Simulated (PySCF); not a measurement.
Al2Cl6: core ionisation energies

Compound: (Cl2Al-mu-Cl)2.
Geometry (PBE0-D3(BJ)/def2-SVP, Å), atoms numbered from 1 in this order:
```xyz
8
Al2Cl6 angstrom
Al     0.2341    1.5701   -0.0688
Cl     2.1174    2.2851   -0.5904
Cl    -1.3914    2.7992    0.3567
Cl     0.4417   -0.0114    1.5587
Al    -0.1980   -1.5901    0.0481
Cl    -2.0849   -2.2939    0.5744
Cl     1.4154   -2.8342   -0.3809
Cl    -0.3960   -0.0105   -1.5815
```

Level of theory: delta-SCF UKS SCAN, pcX-2 on the ionised atom, pcseg-1 elsewhere, spin-free X2C in PySCF 2.14.0. Each binding energy is the total energy of the core-ionised species, with the hole localised on one atom, minus that of the ground state; both are solved self-consistently, so orbital relaxation is included.

Problem. List the computed XPS lines with their assignment.

Solution. 
```
        atom(s)  bonded to     level  binding energy (eV)  2p1/2 (eV)  above the level's lowest (eV)  count
Cl2/Cl3/Cl6/Cl7         Al  Cl 2p3/2               206.40      208.05                           0.00      4
        Cl4/Cl8       2 Al  Cl 2p3/2               207.77      209.43                          +1.37      2
        Al1/Al5       4 Cl     Al 1s              1569.79           –                           0.00      2
Cl2/Cl3/Cl6/Cl7         Al     Cl 1s              2828.99           –                           0.00      4
        Cl4/Cl8       2 Al     Cl 1s              2830.39           –                          +1.40      2
```

The listed Cl 1s values span 1.40 eV, from Cl2/Cl3/Cl6/Cl7 (bonded to Al) to Cl4/Cl8 (bonded to 2 Al).

The listed Cl 2p3/2 values span 1.37 eV, from Cl2/Cl3/Cl6/Cl7 (bonded to Al) to Cl4/Cl8 (bonded to 2 Al).

Problem. Which effective nuclear charge Zeff reproduces each element's mean 1s value in the hydrogen-like formula E = 13.606 eV × Zeff²?

Solution. Al (Z = 13): mean 1569.8 eV, Zeff = 10.74, Z − Zeff = 2.26; Cl (Z = 17): mean 2829.5 eV, Zeff = 14.42, Z − Zeff = 2.58. Means run over the listed sites, weighted by atom count.

Problem. Which photon wavelength matches the Cl 1s of Cl4/Cl8 threshold?

Solution. λ = hc/E = 12398.42 eV Å / 2830.39 eV = 4.380 Å.

The first atom of each set that the bonding makes equivalent was ionised and stands for the set. Spin–orbit coupling isn't in the SCF: each 2p doublet comes from a relaxed spin-free hole plus a matrix of the shell (mean-field spin–orbit coupling and the ground-state 2p splitting), with 2p3/2 averaged over its two sublevels. 2p1/2 minus 2p3/2 (ligand field included): Cl 1.65 eV. Isolated species at its PBE0-D3(BJ)/def2-SVP geometry (one conformer only).
